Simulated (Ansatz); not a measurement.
Consider the cleavage of the B–Si bond: `B[SiH2]N` + orthosilicic acid → `BO[Si](O)(O)O` + `N[SiH3]`.

Calculated with Ansatz (gas phase, PBE0-D4/def2-TZVP geometries, no zero-point term in ΔE). CCSD(T)/CBS is the MP2 limit (def2-TZVPP, def2-QZVPP) plus CCSD(T) − MP2 in def2-TZVPP, frozen cores. This one scheme is used for every species. DFT in def2-TZVPP. Each species was taken in one conformer, which may not be the lowest.

`B[SiH2]N`:

Cartesian coordinates in Å:
```
B 0.828 1.384 -0.302
Si -0.191 -0.329 -0.494
N -0.801 -0.884 1.020
H 1.261 1.767 0.746
H 1.079 2.045 -1.268
H 0.775 -1.256 -1.182
H -1.348 -0.208 -1.426
H -1.383 -1.705 1.065
H -0.219 -0.814 1.839
```

`O[Si](O)(O)O`:

Z-matrix (Å, degrees):
```
Si
O 1 1.631
O 1 1.631 2 106.4
O 1 1.631 2 106.4 3 -124.1
O 1 1.631 2 115.9 3 118.0
H 2 0.958 1 116.6 3 -36.8
H 3 0.958 1 116.6 2 160.8
H 4 0.958 1 116.6 2 36.8
H 5 0.958 1 116.6 2 81.2
```

`BO[Si](O)(O)O`:

Z-matrix (Å, degrees):
```
Si
O 1 1.644
O 1 1.621 2 109.2
O 1 1.624 2 113.4 3 -115.6
O 1 1.632 2 103.5 3 121.9
B 2 1.346 1 132.2 3 149.9
H 3 0.958 1 117.3 2 38.8
H 4 0.958 1 117.4 2 -70.2
H 5 0.958 1 117.1 2 -171.5
H 6 1.205 2 120.3 1 -1.6
H 6 1.198 2 118.4 1 178.5
```

`N[SiH3]`:

```xyz
7

N    -0.550    0.671   -0.621
Si    0.378   -0.322    0.434
H    -1.552    0.698   -0.526
H    -0.282    0.756   -1.588
H    -0.063   -0.046    1.826
H     0.261   -1.795    0.215
H     1.808    0.039    0.260
```

```tsv
level	ΔE (kcal/mol)
r2SCANh	-36.7
CAM-B3LYP	-38.6
MP2/def2-SVP	-43.8
CCSD(T)/def2-TZVPP	-37.2
```

What does CCSD(T)/CBS give? (An estimate is asked.)

Ansatz gave: -36.7 kcal/mol. The listed levels differ from it by 0.0, -1.9, -7.1, -0.5 kcal/mol.

Largest T1 diagnostic among the species: 0.012.

Leaving LDA and LC-ωPBE aside and taking each functional with its dispersion term where it has one, the values, not all of them listed here, spread over 4.4 kcal/mol, from BHLYP-D4 to revPBE-D4. LDA lies −1.7 kcal/mol from PBE without D4. In def2-TZVPP, CCSD(T) changes the Hartree–Fock value by +2.4 kcal/mol (the triples alone add −0.1 kcal/mol) and MP2 by +1.0 kcal/mol. At CCSD(T), def2-SVP lies −6.0 kcal/mol from the extrapolated value and def2-TZVPP −0.5 kcal/mol.
